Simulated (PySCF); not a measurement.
As₂. Atoms are numbered in the order given.

```xyz
2

As     0.0000     0.0000    -1.0521
As     0.0000     0.0000     1.0521
```
Charge 0, spin multiplicity 1.

Geometry optimised at B3LYP-D3(BJ)/def2-TZVP.

Computed with B3LYP-D3(BJ)/def2-TZVP run with PySCF.

Frequencies are harmonic and unscaled.

```csv
mode,ν (cm⁻¹),IR (km/mol),moving atoms (share of kinetic energy)
1,450,0.0,As 100 %
```
